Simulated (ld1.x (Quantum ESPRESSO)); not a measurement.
Which change was made? (Te, TM)

```
Element                 : Te (Z = 52)
Generator               : ld1.x (Quantum ESPRESSO) 7.5
Type                    : norm-conserving Troullier–Martins (Kleinman–Bylander form)
Functional              : PW91
Relativity              : fully relativistic
Frozen core             : [Kr]
Valence charge          : 16
Reference configuration : 4d10 5s2 5p3 (charge +1)
Partial waves           : 5p (bound): rc 2.35 bohr; 4d (bound): rc 1.35 bohr; 5s (bound): rc 1.90 bohr
Local potential         : the s channel
Core correction         : Bessel-smoothed model core inside 0.85 bohr
```

Open shells are filled in proportion to 2j + 1 (rel_dist='average').

Cutoffs, loose and tight: the cutoffs (Ry, on a coarse ladder) from which the occupation-weighted sum of valence levels, in a spherical-Bessel basis at the reference potential, stays within 10 and 1 mRy of its value at 400 Ry. They do not see the model core or the augmentation charge, which bear on the density cutoff. Test errors are all-electron minus pseudo excitation energies from the reference, over the configurations 4d10 5s2 5p4; 4d10 5s2 5p2; 4d10 5s2 5p1; 4d10 5s1 5p5; 4d9 5s2 5p4; 4d10 5s2 5p0; 4d10 5s2 5p4.3; variants that change the core or the reference have their own tests.

The base gives: outcome: generated; cutoff, loose: 100 Ry; cutoff, tight: 180 Ry; bound ghosts: none; largest test error (meV): -488.

**Question.** After one change the result is: outcome: generated; cutoff, loose: 90 Ry; cutoff, tight: 160 Ry; bound ghosts: none; largest test error (meV): -336. Which change was it?
A. all radii but the core radius scaled by about 1.36 (s 2.58, p 3.18, d 1.84 bohr)
B. all radii but the core radius scaled by about 1.18 (s 2.24, p 2.76, d 1.58 bohr)
C. all radii but the core radius scaled by about 0.75 (s 1.42, p 1.76, d 1.02 bohr)

**Answer.** B. The others give: all radii but the core radius scaled by about 0.75 (s 1.42, p 1.76, d 1.02 bohr) → outcome: generated; cutoff, loose: 120 Ry; cutoff, tight: 200 Ry; bound ghosts: p1/2; largest test error (meV): -328 | all radii but the core radius scaled by about 1.36 (s 2.58, p 3.18, d 1.84 bohr) → outcome: generated; cutoff, loose: 80 Ry; cutoff, tight: 140 Ry; bound ghosts: none; largest test error (meV): -104.
